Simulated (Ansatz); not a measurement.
`C[Si](F)F`, charge 0, multiplicity 2.

(1) Give a relaxed structure at PBE0-D4/def2-TZVP (Ansatz 0.2.0). (Best estimate.)

Answers

(1) Computed: 
Z-matrix (Å, degrees):
```
C
Si 1 1.860
H 1 1.091 2 110.5
H 1 1.091 2 110.5 3 -120.7
H 1 1.094 2 108.7 3 119.6
F 2 1.598 1 108.7 3 -176.8
F 2 1.598 1 108.7 3 -61.8
```
Point group Cs.
